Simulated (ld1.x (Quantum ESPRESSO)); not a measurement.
## Transferability test, TM semilocal potential for Ge (Z = 32)

```json
{
 "Element": "Ge (Z = 32)",
 "Generator": "ld1.x (Quantum ESPRESSO) 7.5",
 "Type": "norm-conserving Troullier–Martins (semilocal form)",
 "Functional": "PBE",
 "Relativity": "scalar-relativistic",
 "Frozen core": "[Ar]",
 "Valence charge": "14",
 "Reference configuration": "3d10 4s2 4p0 (charge +2)",
 "Partial waves": "4p (bound, empty): rc 2.00 bohr; 3d (bound): rc 0.65 bohr; 4s (bound): rc 1.70 bohr",
 "Local potential": "the s channel",
 "Core correction": "Bessel-smoothed model core, default radius (core density twice the valence density)"
}
```

Energies are relative to the spin-unpolarised reference configuration 3d10 4s2 4p0; without spin polarisation the order of configurations can differ from experiment.

(1) Give the all-electron excitation energy and the error of the potential for: 3d10 4s2 4p2; 3d10 4s2 4p1; 3d10 4s1 4p0; 3d10 4s2 4p2.3; 3d10 4s0 4p0; 3d10 4s1 4p3; 3d10 4s0 4p4.

Levels in the configuration 3d10 4s2 4p2:

```json
{"level": "3d", "all-electron (eV)": "-29.311", "pseudo (eV)": "-29.485"}
{"level": "4s", "all-electron (eV)": "-11.731", "pseudo (eV)": "-11.735"}
{"level": "4p", "all-electron (eV)": "-3.895", "pseudo (eV)": "-3.898"}
```

A Bessel basis up to 400 Ry misses an occupied level by 0.04 Ry, so cutoffs and ghosts were not judged.

Results:

(1)

```csv
valence configuration,charge,ΔE all-electron (eV),error AE − PS (meV)
3d10 4s2 4p2,0,-22.883,+5.3
3d10 4s2 4p1,+1,-15.439,+2.1
3d10 4s1 4p0,+3,34.791,-12
3d10 4s2 4p2.3,-0.3,-23.767,+6.1
3d10 4s0 4p0,+4,81.134,-62
3d10 4s1 4p3,0,-14.911,+1.9
3d10 4s0 4p4,0,-6.688,-5.8
```
